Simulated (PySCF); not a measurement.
# Structure and vertical S1–T1 gap

Method: TDA LC-wPBE/def2-SVP excited states, vertical, gas phase (PySCF). Geometry: GFN2-xTB.

Each molecule in one low-energy conformer. The parent is FC(F)(F)c1cccc2nsnc12.

Scalar relativity is left out, which matters for the atoms heavier than Zn.

Task: How does the vertical S1–T1 gap change along this series?
- FC(F)(F)c1cccc2nsnc12 (base)
- C[Se]c1ccc(C(F)(F)F)c2nsnc12 (H replaced by SeCH3)
- CSc1ccc(C(F)(F)F)c2nsnc12 (H replaced by SCH3)
- FC(F)(F)c1ccc(Br)c2nsnc12 (H replaced by Br)
- Cc1ccc(C(F)(F)F)c2nsnc12 (H replaced by CH3)

Result: 
| molecule | S1 (eV) | S1 from | f(S1) | T1 (eV) | T1 from | S1 − T1 (eV) | S0–T1 spin-orbit coupling (cm⁻¹) | S1–T1 spin-orbit coupling (cm⁻¹) |
| --- | --- | --- | --- | --- | --- | --- | --- | --- |
| FC(F)(F)c1cccc2nsnc12 | 4.74 | HOMO−2→LUMO | 0.000 | 2.68 | HOMO→LUMO | 2.06 | 0.97 | 1.49 |
| C[Se]c1ccc(C(F)(F)F)c2nsnc12 | 4.00 | HOMO→LUMO | 0.293 | 2.39 | HOMO→LUMO | 1.61 | 1.95 | 0.86 |
| CSc1ccc(C(F)(F)F)c2nsnc12 | 3.96 | HOMO→LUMO | 0.295 | 2.22 | HOMO→LUMO | 1.74 | 1.00 | 0.08 |
| FC(F)(F)c1ccc(Br)c2nsnc12 | 4.63 | HOMO→LUMO | 0.251 | 2.56 | HOMO→LUMO | 2.06 | 0.54 | 0.07 |
| Cc1ccc(C(F)(F)F)c2nsnc12 | 4.72 | HOMO→LUMO | 0.197 | 2.58 | HOMO→LUMO | 2.14 | 0.94 | 0.15 |

The vertical S1–T1 gap is lowest for C[Se]c1ccc(C(F)(F)F)c2nsnc12 and highest for Cc1ccc(C(F)(F)F)c2nsnc12.
